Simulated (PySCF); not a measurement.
# Be+ (beryllium, charge +1) across methods

[He] 2p1, 2P determinant (an excited configuration). Computed with PySCF 2.14 in aug-cc-pCVTZ-DK (7s6p4d2f, 59 functions), with scalar relativity by spin-free X2C-1e. The B2PLYP total includes its PT2 part (frozen core); its orbital energies are those of the SCF part.

```json
{"method": "PW91", "E (hartree)": "-14.1905", "mean ε 1s α (eV)": "-118.21", "mean ε 1s β (eV)": "-117.89", "mean ε 2p α (eV)": "-10.936", "Σ⟨r²⟩ (bohr²)": "7.038", "⟨S²⟩": "0.750"}
{"method": "B2PLYP", "E (hartree)": "-14.1837", "mean ε 1s α (eV)": "-130.09", "mean ε 1s β (eV)": "-129.83", "mean ε 2p α (eV)": "-12.642", "Σ⟨r²⟩ (bohr²)": "7.074", "⟨S²⟩": "0.750"}
{"method": "LDA", "E (hartree)": "-13.9889", "mean ε 1s α (eV)": "-116.62", "mean ε 1s β (eV)": "-116.31", "mean ε 2p α (eV)": "-10.679", "Σ⟨r²⟩ (bohr²)": "7.119", "⟨S²⟩": "0.750"}
{"method": "PBE", "E (hartree)": "-14.1747", "mean ε 1s α (eV)": "-117.97", "mean ε 1s β (eV)": "-117.65", "mean ε 2p α (eV)": "-10.896", "Σ⟨r²⟩ (bohr²)": "7.049", "⟨S²⟩": "0.750"}
{"method": "PBE0", "E (hartree)": "-14.1771", "mean ε 1s α (eV)": "-123.70", "mean ε 1s β (eV)": "-123.40", "mean ε 2p α (eV)": "-11.793", "Σ⟨r²⟩ (bohr²)": "7.072", "⟨S²⟩": "0.750"}
{"method": "r2SCAN", "E (hartree)": "-14.1984", "mean ε 1s α (eV)": "-120.26", "mean ε 1s β (eV)": "-120.03", "mean ε 2p α (eV)": "-11.010", "Σ⟨r²⟩ (bohr²)": "7.009", "⟨S²⟩": "0.750"}
{"method": "UHF", "E (hartree)": "-14.13294", "mean ε 1s α (eV)": "-140.19", "mean ε 1s β (eV)": "-139.92", "mean ε 2p α (eV)": "-14.141", "Σ⟨r²⟩ (bohr²)": "7.286", "⟨S²⟩": "0.750"}
{"method": "M06-2X", "E (hartree)": "-14.1971", "mean ε 1s α (eV)": "-129.09", "mean ε 1s β (eV)": "-128.96", "mean ε 2p α (eV)": "-12.416", "Σ⟨r²⟩ (bohr²)": "7.201", "⟨S²⟩": "0.750"}
```

Task: Estimate the same row for revPBE.

Result: E (hartree) = -14.2093; mean ε 1s α (eV) = -118.11; mean ε 1s β (eV) = -117.84; mean ε 2p α (eV) = -10.934; Σ⟨r²⟩ (bohr²) = 7.058; ⟨S²⟩ = 0.750.
